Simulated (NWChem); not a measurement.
System: C₄H₇N; SMILES CC(C)C#N

Parts of the log:

```
             Northwest Computational Chemistry Package (NWChem) 7.3.0
             --------------------------------------------------------

 CS  symmetry detected

                             Geometry "geometry" -> ""
                             -------------------------

 Output coordinates in angstroms (scale by  1.889725989 to convert to a.u.)

  No.       Tag          Charge          X              Y              Z
 ---- ---------------- ---------- -------------- -------------- --------------
    1 C                    6.0000     0.15218093     1.02108625     1.27983900
    2 C                    6.0000    -0.39839698     0.36028057     0.00000000
    3 C                    6.0000     0.15218093     1.02108625    -1.27983900
    4 C                    6.0000    -0.10682383    -1.08310982     0.00000000
    5 N                    7.0000     0.13714792    -2.21828176     0.00000000
    6 H                    1.0000     1.24302472     0.93606567     1.32209200
    7 H                    1.0000    -0.11102292     2.08414654     1.28655300
    8 H                    1.0000    -0.26323917     0.55543817     2.17848700
    9 H                    1.0000    -1.49240700     0.46061216     0.00000000
   10 H                    1.0000    -0.26323917     0.55543817    -2.17848700
   11 H                    1.0000    -0.11102292     2.08414654    -1.28655300
   12 H                    1.0000     1.24302472     0.93606567    -1.32209200

 Effective nuclear repulsion energy (a.u.)     158.4994903481

      Symmetry information
      --------------------

 Group name             Cs
 Group number              2
 Group order               2
 No. of unique centers     8

  xc_inp: hfexch multiplicative factor not found.

                                 NWChem DFT Module
                                 -----------------

 Summary of "ao basis" -> "ao basis" (spherical)
 ------------------------------------------------------------------------------
       Tag                 Description            Shells   Functions and Types
 ---------------- ------------------------------  ------  ---------------------
 C                         def2-tzvp                11       31   5s3p2d1f
 N                         def2-tzvp                11       31   5s3p2d1f
 H                         def2-tzvp                 4        6   3s1p

      Symmetry analysis of basis
      --------------------------

        a'        117
        a"         80

            General Information
            -------------------
          SCF calculation type: DFT
          Wavefunction type:  closed shell.
          No. of atoms     :    12
          No. of electrons :    38
           Alpha electrons :    19
            Beta electrons :    19
          Charge           :     0
          Spin multiplicity:     1
          Use of symmetry is: on ; symmetry adaption is: on
          Maximum number of iterations: 150
          AO basis - number of functions:   197
                     number of shells:    83
          Convergence on energy requested:  1.00D-06
          Convergence on density requested:  1.00D-05
          Convergence on gradient requested:  5.00D-04

              XC Information
              --------------
                     Hartree-Fock (Exact) Exchange  1.000

      Superposition of Atomic Density Guess
      -------------------------------------

 Sum of atomic energies:        -208.49552903

      Non-variational initial energy
      ------------------------------

 Total energy =    -211.503082
 1-e energy   =    -592.621808
 2-e energy   =     222.619236
 HOMO         =      -0.396063
 LUMO         =       0.033676

      Symmetry analysis of molecular orbitals - initial
      -------------------------------------------------

  Numbering of irreducible representations:

     1 a'          2 a"

  Orbital symmetries:

     1 a'          2 a'          3 a"          4 a'          5 a'
     6 a'          7 a'          8 a"          9 a'         10 a'
    11 a'         12 a"         13 a'         14 a"         15 a'
    16 a"         17 a'         18 a"         19 a'         20 a'
    21 a"         22 a'         23 a'         24 a"         25 a'
    26 a'         27 a'         28 a"         29 a"

------------------------------------------------------------
EAF file 0: "./job.aoints.0" size=473956352 bytes
------------------------------------------------------------
               write      read    awrite     aread      wait
               -----      ----    ------     -----      ----
     calls:      904         0         0         0         0
   data(b): 4.74e+08  0.00e+00  0.00e+00  0.00e+00
   time(s): 0.00e+00  0.00e+00  0.00e+00  0.00e+00  0.00e+00
rate(mb/s): 0.00e+00  0.00e+00
------------------------------------------------------------

     ---------------------------------------------
      Total Density - Mulliken Population Analysis
     ---------------------------------------------

    Atom       Charge   Shell Charges
 -----------   ------   -------------------------------------------------------
    1 C    6     6.48   0.86  1.12  0.56  0.66  0.14  1.25  1.40  0.45  0.01  0.04  0.00
    2 C    6     5.97   0.86  1.12  0.52  0.65  0.01  1.13  1.27  0.28  0.02  0.11  0.01
    3 C    6     6.48   0.86  1.12  0.56  0.66  0.14  1.25  1.40  0.45  0.01  0.04  0.00
    4 C    6     5.54   0.86  1.12  0.60  0.51  0.10  1.03  0.98  0.26  0.03  0.05  0.02
    5 N    7     7.70   0.82  1.15  0.63  0.93  0.26  1.51  1.65  0.71  0.01  0.03  0.00
    6 H    1     0.84   0.24  0.44  0.13  0.02
    7 H    1     0.83   0.24  0.44  0.12  0.02
    8 H    1     0.83   0.24  0.44  0.12  0.02
    9 H    1     0.84   0.24  0.45  0.13  0.02
   10 H    1     0.83   0.24  0.44  0.12  0.02
   11 H    1     0.83   0.24  0.44  0.12  0.02
   12 H    1     0.84   0.24  0.44  0.13  0.02

   convergence    iter        energy       DeltaE   RMS-Dens  Diis-err
 ---------------- ----- ----------------- --------- --------- ---------
 d= 0,ls=0.0,diis     1   -209.9741997016 -3.68D+02  3.70D-03  6.33D-01
 d= 0,ls=0.0,diis     2   -210.0258848689 -5.17D-02  2.00D-03  4.34D-01
 d= 0,ls=0.0,diis     3   -210.0701842886 -4.43D-02  5.22D-04  1.19D-02
 d= 0,ls=0.0,diis     4   -210.0725624753 -2.38D-03  1.37D-04  4.00D-04
 d= 0,ls=0.0,diis     5   -210.0726438094 -8.13D-05  6.56D-05  4.97D-05
  Resetting Diis
 d= 0,ls=0.0,diis     6   -210.0726544926 -1.07D-05  1.85D-05  5.53D-06
 d= 0,ls=0.0,diis     7   -210.0726554148 -9.22D-07  2.45D-06  2.40D-07

         Total DFT energy =     -210.072655414774
      One electron energy =     -596.451488924735
           Coulomb energy =      257.675846060359
    Exchange-Corr. energy =      -29.796502898463
 Nuclear repulsion energy =      158.499490348065

 Numeric. integr. density =        0.000000000000

                  Occupations of the irreducible representations
                  ----------------------------------------------

                     irrep           alpha         beta
                     --------     --------     --------
                     a'               13.0         13.0
                     a"                6.0          6.0

                       DFT Final Molecular Orbital Analysis
                       ------------------------------------

 Vector   17  Occ=2.000000D+00  E=-5.228607D-01  Symmetry=a"
              MO Center= -6.7D-02,  5.9D-01,  3.9D-12, r^2= 3.6D+00
   Bfn.  Coefficient  Atom+Function         Bfn.  Coefficient  Atom+Function
  ----- ------------  ---------------      ----- ------------  ---------------
     8      0.206671   1 C  pz               70      0.206671   3 C  pz
    39     -0.181530   2 C  pz              169      0.176604   8 H  s
   181     -0.176604  10 H  s                11      0.174908   1 C  pz
    73      0.174908   3 C  pz               42     -0.172912   2 C  pz
   168      0.113213   8 H  s               180     -0.113213  10 H  s

 Vector   18  Occ=2.000000D+00  E=-4.515915D-01  Symmetry=a"
              MO Center=  1.8D-02, -1.3D+00, -4.0D-11, r^2= 2.4D+00
   Bfn.  Coefficient  Atom+Function         Bfn.  Coefficient  Atom+Function
  ----- ------------  ---------------      ----- ------------  ---------------
   132      0.293236   5 N  pz              135      0.267293   5 N  pz
   101      0.240623   4 C  pz              104      0.223923   4 C  pz
   138      0.144041   5 N  pz              107      0.139580   4 C  pz
    39     -0.122886   2 C  pz               42     -0.116968   2 C  pz
     8      0.085524   1 C  pz               45     -0.085923   2 C  pz

 Vector   19  Occ=2.000000D+00  E=-4.512097D-01  Symmetry=a'
              MO Center= -5.1D-02, -1.3D+00,  4.0D-11, r^2= 2.3D+00
   Bfn.  Coefficient  Atom+Function         Bfn.  Coefficient  Atom+Function
  ----- ------------  ---------------      ----- ------------  ---------------
   130      0.285243   5 N  px              133      0.259131   5 N  px
    99      0.232492   4 C  px              102      0.214673   4 C  px
   136      0.141354   5 N  px              105      0.132844   4 C  px
    37     -0.122937   2 C  px              175      0.122973   9 H  s
    40     -0.111245   2 C  px               43     -0.077619   2 C  px

 Vector   20  Occ=0.000000D+00  E= 1.153097D-01  Symmetry=a'
              MO Center= -3.6D-01,  8.8D-01, -8.5D-13, r^2= 8.4D+00
   Bfn.  Coefficient  Atom+Function         Bfn.  Coefficient  Atom+Function
  ----- ------------  ---------------      ----- ------------  ---------------
     5      3.231737   1 C  s                67      3.231737   3 C  s
   129      1.800659   5 N  s               176     -1.604061   9 H  s
   106      1.382222   4 C  py              164     -1.297772   7 H  s
   188     -1.297772  11 H  s               158     -1.123947   6 H  s
   194     -1.123947  12 H  s               170     -1.105480   8 H  s

[...]
```

Level: Hartree-Fock/def2-TZVP. Structure relaxed at the B3LYP/6-31G* (spherical d) level.

Q: Which NWChem input produces such a log?

A: Several could match; the one computed here: the input that was run:
```
start job
memory heap 200 mb stack 900 mb global 1100 mb
geometry units angstroms noautoz
  C      0.158092    -1.006348     1.279839
  C     -0.397140    -0.349448     0.000000
  C      0.158092    -1.006348    -1.279839
  C     -0.115770     1.095966     0.000000
  N      0.120177     2.232833     0.000000
  H      1.248308    -0.913624     1.322092
  H     -0.097596    -2.071241     1.286553
  H     -0.260607    -0.543646     2.178487
  H     -1.490414    -0.457505     0.000000
  H     -0.260607    -0.543646    -2.178487
  H     -0.097596    -2.071241    -1.286553
  H      1.248308    -0.913624    -1.322092
end
basis spherical
  * library def2-tzvp
end
dft
  xc hfexch
  iterations 150
  semidirect filesize 400000000
  mulliken
end
task dft energy
```
